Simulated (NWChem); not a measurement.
CH8OSi2; SMILES OC([SiH3])[SiH3]

```xyz
12

O      1.7139    -0.0721     0.1512
C      0.4226    -0.0111    -0.4468
Si    -0.4903    -1.5925     0.0750
Si    -0.4775     1.5863     0.0590
H      2.2306     0.6828    -0.1526
H      0.4747    -0.0444    -1.5567
H     -1.8436    -1.5987    -0.5628
H      0.2733    -2.7941    -0.3739
H     -0.6485    -1.6326     1.5586
H      0.4276     2.7390    -0.2549
H     -0.7531     1.5941     1.5263
H     -1.7593     1.7557    -0.6924
```
Atoms are numbered in this order, from 1.

Level: PBE0/def2-SVP (NWChem), optimised geometry, unscaled harmonic frequencies. 

List the harmonic frequencies with IR intensities, and the thermochemistry.


| frequency (cm⁻¹) | IR intensity (km/mol) |
|---|---|
| 134 | 0.1 |
| 151 | 2.7 |
| 168 | 2.4 |
| 235 | 8.9 |
| 262 | 4.1 |
| 304 | 133.6 |
| 509 | 2.4 |
| 554 | 3.9 |
| 576 | 1.6 |
| 676 | 78.7 |
| 772 | 59.2 |
| 819 | 21.7 |
| 898 | 358.7 |
| 933 | 39.3 |
| 936 | 114.0 |
| 939 | 26.0 |
| 944 | 30.7 |
| 946 | 42.3 |
| 1067 | 39.7 |
| 1085 | 30.1 |
| 1229 | 42.5 |
| 1342 | 21.3 |
| 2210 | 129.5 |
| 2226 | 9.4 |
| 2233 | 149.9 |
| 2243 | 35.6 |
| 2246 | 72.1 |
| 2250 | 159.4 |
| 2989 | 18.5 |
| 3855 | 38.2 |

| Property | Value |
|---|---|
| zero-point energy | 51.1 kcal/mol |
| thermal correction to the enthalpy at 298.15 K (with zero-point energy) | 56.3 kcal/mol |
| heat capacity Cv | 26.2 cal/(mol K) |
| entropy at 298.15 K and 1 atm (symmetry number 1) | 82.3 cal/(mol K) |
| dipole moment | 1.52 D |

Rigid rotor and harmonic oscillator.
